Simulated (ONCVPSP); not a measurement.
**An all-electron radial function and its pseudo partner (B (Z = 5))**

Columns: radius, all-electron u(r) and pseudo u(r) of the 2s shell (level -31.33 eV) of boron in the configuration [He] 2s1; LDA (Perdew-Wang 92), scalar-relativistic, ONCV scheme, ONCVPSP 4.0.1.

```json
{"r (bohr)": "0.055", "all-electron": "-0.2274", "pseudo": "0.0223"}
{"r (bohr)": "0.110", "all-electron": "-0.3392", "pseudo": "0.0456"}
{"r (bohr)": "0.165", "all-electron": "-0.3715", "pseudo": "0.0707"}
{"r (bohr)": "0.220", "all-electron": "-0.3504", "pseudo": "0.0981"}
{"r (bohr)": "0.275", "all-electron": "-0.2945", "pseudo": "0.1284"}
{"r (bohr)": "0.330", "all-electron": "-0.2168", "pseudo": "0.1617"}
{"r (bohr)": "0.385", "all-electron": "-0.1265", "pseudo": "0.1984"}
{"r (bohr)": "0.440", "all-electron": "-0.0301", "pseudo": "0.2384"}
{"r (bohr)": "0.495", "all-electron": "0.0675", "pseudo": "0.2818"}
{"r (bohr)": "0.550", "all-electron": "0.1630", "pseudo": "0.3281"}
{"r (bohr)": "0.605", "all-electron": "0.2541", "pseudo": "0.3765"}
{"r (bohr)": "0.660", "all-electron": "0.3394", "pseudo": "0.4259"}
{"r (bohr)": "0.715", "all-electron": "0.4179", "pseudo": "0.4754"}
{"r (bohr)": "0.770", "all-electron": "0.4891", "pseudo": "0.5243"}
{"r (bohr)": "0.825", "all-electron": "0.5526", "pseudo": "0.5718"}
{"r (bohr)": "0.880", "all-electron": "0.6086", "pseudo": "0.6175"}
{"r (bohr)": "0.935", "all-electron": "0.6571", "pseudo": "0.6603"}
{"r (bohr)": "0.990", "all-electron": "0.6985", "pseudo": "0.6992"}
{"r (bohr)": "1.045", "all-electron": "0.7330", "pseudo": "0.7330"}
{"r (bohr)": "1.100", "all-electron": "0.7609", "pseudo": "0.7609"}
{"r (bohr)": "1.155", "all-electron": "0.7828", "pseudo": "0.7828"}
{"r (bohr)": "1.210", "all-electron": "0.7991", "pseudo": "0.7991"}
{"r (bohr)": "1.265", "all-electron": "0.8102", "pseudo": "0.8101"}
{"r (bohr)": "1.320", "all-electron": "0.8164", "pseudo": "0.8164"}
{"r (bohr)": "1.375", "all-electron": "0.8184", "pseudo": "0.8184"}
{"r (bohr)": "1.430", "all-electron": "0.8166", "pseudo": "0.8165"}
```

Task: How many radial nodes do the two functions have?

Result: The all-electron 2s function has n − l − 1 = 1; the pseudo-wave has 0, since the states of the same l below it are removed with the core.

Task: At about which radius was the pseudo-wave matched?

Result: 1.10 bohr. The columns agree to 0.0005 from 1.04 bohr on; several derivatives are matched, so the curves merge somewhat inside the radius.

Task: Is the pseudo-wave norm-conserving?

Result: Yes: the ONCV scheme keeps the norm inside the radius equal to the all-electron one, which fixes the energy derivative of the logarithmic derivative at the level.
